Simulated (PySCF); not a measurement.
C6H9P.
Numbering: `[CH2:1]=[CH:2][C@@H:3]1[PH:4][C@H:5]1[CH:6]=[CH2:7]` (hydrogens: H8, H9 on C1; H10 on C2; H11 on C3; H12 on P4; H13 on C5; H14 on C6; H15, H16 on C7)

The same species was optimised twice, with GFN2-xTB and with PBE0-D3(BJ)/def2-SVP (PySCF), and the same property calculations (PySCF, gas phase) were run on both structures.

| coordinate | GFN2-xTB | PBE0-D3(BJ)/def2-SVP | change |
| --- | --- | --- | --- |
| C1=C2 (Å) | 1.324 | 1.336 | +0.012 |
| C6=C7 (Å) | 1.324 | 1.336 | +0.012 |
| C3–P4 (Å) | 1.874 | 1.886 | +0.012 |
| C3–C5 (Å) | 1.509 | 1.500 | -0.009 |
| P4–C5 (Å) | 1.869 | 1.879 | +0.010 |
| C5–C6 (Å) | 1.463 | 1.471 | +0.008 |
| C2–C3 (Å) | 1.465 | 1.473 | +0.008 |
| P4–C5–C6 (°) | 119.4 | 120.6 | +1.2 |
| C2–C3–C5 (°) | 118.9 | 120.1 | +1.2 |
| C5–C6–C7 (°) | 124.0 | 125.2 | +1.2 |
| C1–C2–C3 (°) | 123.9 | 124.8 | +0.9 |
| C3–P4–C5 (°) | 47.6 | 46.9 | -0.7 |
| C3–C5–P4 (°) | 66.4 | 66.8 | +0.4 |
| P4–C3–C5 (°) | 66.0 | 66.3 | +0.3 |
| C3–C5–C6 (°) | 120.1 | 120.2 | +0.1 |
| C1–C2–C3–P4 (°) | -135 | -134 | +1 |
| P4–C5–C6–C7 (°) | -128 | -131 | -3 |

Rotational constants: A = 3401, B = 1358, C = 1053 MHz (GFN2-xTB) against A = 3287, B = 1350, C = 1038 MHz (PBE0-D3(BJ)/def2-SVP).

On the GFN2-xTB structure: lowest singlet, TDDFT (eV) 5.83 [wB97X-D/def2-SVPD]; isotropic polarisability (au) 102.4 [wB97X-D/def2-SVPD]; HOMO (eV) -8.58 [wB97X-D/def2-SVPD]; LUMO (eV) 1.19 [wB97X-D/def2-SVPD]; dipole (D) 0.84 [wB97X-D/def2-SVPD]; HOMO (eV) -6.81 [PBE0/pcSseg-1]; LUMO (eV) -0.46 [PBE0/pcSseg-1]; dipole (D) 0.93 [PBE0/pcSseg-1]; GIAO shielding of C1/C7 (mean) (ppm) 67.1 [PBE0/pcSseg-1]; GIAO shielding of C2/C6 (mean) (ppm) 37.7 [PBE0/pcSseg-1]; GIAO shielding of C3/C5 (mean) (ppm) 151.1 [PBE0/pcSseg-1]; GIAO shielding of P4 (ppm) 571.3 [PBE0/pcSseg-1].

What do these properties become on the PBE0-D3(BJ)/def2-SVP structure?

| property | level | on GFN2-xTB | on PBE0-D3(BJ)/def2-SVP | change |
| --- | --- | --- | --- | --- |
| lowest singlet, TDDFT (eV) | wB97X-D/def2-SVPD | 5.83 | 5.81 | -0.02 |
| isotropic polarisability (au) | wB97X-D/def2-SVPD | 102.4 | 104.5 | +2.1 |
| HOMO (eV) | wB97X-D/def2-SVPD | -8.58 | -8.62 | -0.04 |
| LUMO (eV) | wB97X-D/def2-SVPD | 1.19 | 1.12 | -0.07 |
| dipole (D) | wB97X-D/def2-SVPD | 0.84 | 0.83 | -0.01 |
| energy, GFN2-xTB geometry as zero (kcal/mol) | wB97X-D/def2-SVPD | 0.0 | -1.2 | -1.2 |
| HOMO (eV) | PBE0/pcSseg-1 | -6.81 | -6.84 | -0.03 |
| LUMO (eV) | PBE0/pcSseg-1 | -0.46 | -0.53 | -0.07 |
| dipole (D) | PBE0/pcSseg-1 | 0.93 | 0.92 | -0.01 |
| energy, GFN2-xTB geometry as zero (kcal/mol) | PBE0/pcSseg-1 | 0.0 | -0.7 | -0.7 |
| GIAO shielding of C1/C7 (mean) (ppm) | PBE0/pcSseg-1 | 67.1 | 63.4 | -3.7 |
| GIAO shielding of C2/C6 (mean) (ppm) | PBE0/pcSseg-1 | 37.7 | 35.0 | -2.7 |
| GIAO shielding of C3/C5 (mean) (ppm) | PBE0/pcSseg-1 | 151.1 | 149.8 | -1.3 |
| GIAO shielding of P4 (ppm) | PBE0/pcSseg-1 | 571.3 | 566.9 | -4.4 |

The heavy atoms differ by 0.027 Å rms after alignment. Among bonds between heavy atoms C1=C2, C3–P4 and C6=C7 change most and about equally (+0.012 Å). Changes are differences of the printed values. Neither structure is proved a minimum here.

Conformer computed: `[CH2:1]=[CH:2][C@@H:3]1[PH:4][C@H:5]1[CH:6]=[CH2:7]`: C1–C2–C3–P4 -134°, P4–C5–C6–C7 -131°.

Note: wB97X-D ran without an empirical dispersion term, which enters the total energy and its gradient alone.
